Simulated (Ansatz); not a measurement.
**Molecular dynamics of BClFH$_{3}$O**

The input (input.yaml):

```yaml
crystal:
  periodic: [false, false, false]
  atoms:
    - { symbol: B, position_ang: [-0.017041, 0.202183, 0.062306] }
    - { symbol: H, position_ang: [-0.081326, -0.297236, 1.314526] }
    - { symbol: F, position_ang: [1.212848, -0.030425, -0.432955] }
    - { symbol: O, position_ang: [-1.168415, 0.055979, -0.665927] }
    - { symbol: H, position_ang: [-1.595497, -0.810333, -0.562645] }
    - { symbol: Cl, position_ang: [0.017164, 2.195094, 0.841892] }
    - { symbol: H, position_ang: [-0.038333, 0.761337, 1.461004] }
basis:
  gaussian: { orbitals: def2-SVP }
hamiltonian:
  xc: pbe
md:
  timestep: 0.5
  n_steps: 200
  ensemble: nve
  temperature: 100.0
  initial_velocities: maxwell_boltzmann
  seed: 10153
```

Run as:

```bash
$ ansatz run input.yaml --threads 1 --pin off --max-ram 2048MiB --backend cpu --events-out ev --progress --plain --runs-dir out
```

It starts at the highest image of a converged band. Of that band: A vibrational analysis at the climbing image gives 2 clearly imaginary modes (757i, 228i cm⁻¹): a point of higher order, so a lower path passes nearby.

Output, in part (one step line in 7, the closing report, with atoms numbered from 0):

```
md step     0: t =     0.00 fs  T =   100.0 K  F+E_penalty+E_count = -17994.34989782 eV  E_kin = 0.064630 eV  conserved = -17994.28526782 eV  (24 SCF iters)
md step     7: t =     3.50 fs  T =    75.6 K  F+E_penalty+E_count = -17994.33404362 eV  E_kin = 0.048861 eV  conserved = -17994.28518275 eV  (28 SCF iters)
md step    14: t =     7.00 fs  T =    73.3 K  F+E_penalty+E_count = -17994.33254670 eV  E_kin = 0.047354 eV  conserved = -17994.28519319 eV  (30 SCF iters)
md step    21: t =    10.50 fs  T =   104.2 K  F+E_penalty+E_count = -17994.35249874 eV  E_kin = 0.067331 eV  conserved = -17994.28516818 eV  (29 SCF iters)
md step    28: t =    14.00 fs  T =   181.4 K  F+E_penalty+E_count = -17994.40244421 eV  E_kin = 0.117264 eV  conserved = -17994.28517976 eV  (28 SCF iters)
md step    35: t =    17.50 fs  T =   300.9 K  F+E_penalty+E_count = -17994.47964956 eV  E_kin = 0.194449 eV  conserved = -17994.28520083 eV  (27 SCF iters)
md step    42: t =    21.00 fs  T =   446.9 K  F+E_penalty+E_count = -17994.57404410 eV  E_kin = 0.288810 eV  conserved = -17994.28523381 eV  (27 SCF iters)
md step    49: t =    24.50 fs  T =   648.1 K  F+E_penalty+E_count = -17994.70409172 eV  E_kin = 0.418855 eV  conserved = -17994.28523695 eV  (27 SCF iters)
md step    56: t =    28.00 fs  T =   872.6 K  F+E_penalty+E_count = -17994.84921601 eV  E_kin = 0.563979 eV  conserved = -17994.28523732 eV  (26 SCF iters)
md step    63: t =    31.50 fs  T =  1115.8 K  F+E_penalty+E_count = -17995.00652578 eV  E_kin = 0.721119 eV  conserved = -17994.28540692 eV  (26 SCF iters)
md step    70: t =    35.00 fs  T =  1288.0 K  F+E_penalty+E_count = -17995.11767917 eV  E_kin = 0.832439 eV  conserved = -17994.28524019 eV  (26 SCF iters)
md step    77: t =    38.50 fs  T =  1376.0 K  F+E_penalty+E_count = -17995.17485249 eV  E_kin = 0.889319 eV  conserved = -17994.28553382 eV  (27 SCF iters)
md step    84: t =    42.00 fs  T =  1302.8 K  F+E_penalty+E_count = -17995.12727120 eV  E_kin = 0.842007 eV  conserved = -17994.28526458 eV  (27 SCF iters)
md step    91: t =    45.50 fs  T =  1216.6 K  F+E_penalty+E_count = -17995.07159097 eV  E_kin = 0.786284 eV  conserved = -17994.28530662 eV  (27 SCF iters)
md step    98: t =    49.00 fs  T =  1093.1 K  F+E_penalty+E_count = -17994.99178367 eV  E_kin = 0.706448 eV  conserved = -17994.28533529 eV  (25 SCF iters)
md step   105: t =    52.50 fs  T =   973.4 K  F+E_penalty+E_count = -17994.91424051 eV  E_kin = 0.629132 eV  conserved = -17994.28510866 eV  (26 SCF iters)
md step   112: t =    56.00 fs  T =   989.0 K  F+E_penalty+E_count = -17994.92451967 eV  E_kin = 0.639174 eV  conserved = -17994.28534595 eV  (27 SCF iters)
md step   119: t =    59.50 fs  T =  1026.1 K  F+E_penalty+E_count = -17994.94835380 eV  E_kin = 0.663179 eV  conserved = -17994.28517518 eV  (27 SCF iters)
md step   126: t =    63.00 fs  T =  1099.1 K  F+E_penalty+E_count = -17994.99556988 eV  E_kin = 0.710330 eV  conserved = -17994.28523985 eV  (27 SCF iters)
md step   133: t =    66.50 fs  T =  1220.2 K  F+E_penalty+E_count = -17995.07391137 eV  E_kin = 0.788600 eV  conserved = -17994.28531186 eV  (27 SCF iters)
md step   140: t =    70.00 fs  T =  1356.8 K  F+E_penalty+E_count = -17995.16211920 eV  E_kin = 0.876905 eV  conserved = -17994.28521444 eV  (27 SCF iters)
md step   147: t =    73.50 fs  T =  1463.6 K  F+E_penalty+E_count = -17995.23142654 eV  E_kin = 0.945899 eV  conserved = -17994.28552764 eV  (27 SCF iters)
md step   154: t =    77.00 fs  T =  1416.8 K  F+E_penalty+E_count = -17995.20113127 eV  E_kin = 0.915673 eV  conserved = -17994.28545787 eV  (25 SCF iters)
md step   161: t =    80.50 fs  T =  1259.5 K  F+E_penalty+E_count = -17995.09932222 eV  E_kin = 0.814025 eV  conserved = -17994.28529702 eV  (26 SCF iters)
md step   168: t =    84.00 fs  T =  1115.4 K  F+E_penalty+E_count = -17995.00620839 eV  E_kin = 0.720895 eV  conserved = -17994.28531337 eV  (26 SCF iters)
md step   175: t =    87.50 fs  T =  1066.9 K  F+E_penalty+E_count = -17994.97471911 eV  E_kin = 0.689566 eV  conserved = -17994.28515327 eV  (27 SCF iters)
md step   182: t =    91.00 fs  T =  1129.2 K  F+E_penalty+E_count = -17995.01530573 eV  E_kin = 0.729823 eV  conserved = -17994.28548320 eV  (27 SCF iters)
md step   189: t =    94.50 fs  T =  1113.0 K  F+E_penalty+E_count = -17995.00458630 eV  E_kin = 0.719338 eV  conserved = -17994.28524861 eV  (25 SCF iters)
md step   196: t =    98.00 fs  T =  1115.8 K  F+E_penalty+E_count = -17995.00635780 eV  E_kin = 0.721147 eV  conserved = -17994.28521072 eV  (27 SCF iters)
md step   200: t =   100.00 fs  T =  1147.7 K  F+E_penalty+E_count = -17995.02689574 eV  E_kin = 0.741760 eV  conserved = -17994.28513623 eV  (26 SCF iters)
Total energy: -17995.02693093 eV, -661.3050422442 hartree
Atom 0 at     0.016792    -0.960469    -0.463665 Å, force     0.148314    -0.299421    -0.958769 eV/Å
Atom 1 at     0.064664    -2.132187    -0.196670 Å, force    -0.381209    -0.424343     0.325230 eV/Å
Atom 2 at     1.248410    -0.437556    -0.640022 Å, force    -0.761978     0.523732     0.304924 eV/Å
Atom 3 at    -1.107879    -0.255237    -0.767816 Å, force     0.912302     0.630905    -0.095189 eV/Å
Atom 4 at    -1.917703    -0.682223    -1.081744 Å, force     0.081347    -0.418167     0.410576 eV/Å
Atom 5 at    -0.034485     2.864601     1.242751 Å, force    -0.007741     0.843507    -0.471852 eV/Å
Atom 6 at    -0.039603     4.004096     0.554134 Å, force     0.008965    -0.856214     0.485081 eV/Å
Dipole moment:    -0.451299     0.070074    -0.201029 e Å
```

All steps were run. The conserved energy stayed within 0.043 meV per atom of its start (net change 0.019 meV per atom), so the integration is sound. The kinetic energy rose, since the run started high on the potential surface and went downhill. It ends in pieces (BFH2O + ClH), so much of that is their flight and rotation, not heat. A run of 0.1 ps of so small a system gives no equilibrium averages. The orbitals stay closed-shell, which can raise the energy where a bond breaks towards radicals; this wasn't checked here.

Between its relaxed ends the band would form B1–Cl6, H2–H7 and break B1–H2, Cl6–H7. These pairs go: B1–Cl6 2.14 → 4.19 Å, H2–H7 1.07 → 6.18 Å, B1–H2 1.35 → 1.20 Å, Cl6–H7 1.56 → 1.33 Å. In the last frame they stand as before the step (other bonds may differ from the relaxed reactants and products). It ends as BFH2O + ClH. Pairs count as bonded within 1.25 times the sum of covalent radii (0.12 Å more for H–H).

Last frame:

```xyz
7
Properties=species:S:1:pos:R:3
B 0.017 -0.961 -0.464
H 0.065 -2.132 -0.197
F 1.248 -0.438 -0.640
O -1.108 -0.255 -0.768
H -1.918 -0.682 -1.082
Cl -0.035 2.865 1.243
H -0.040 4.004 0.554
```

Run time: 4.5 min on 1 thread of Arm Neoverse V2 (shared host), peak memory 0.12 GiB.
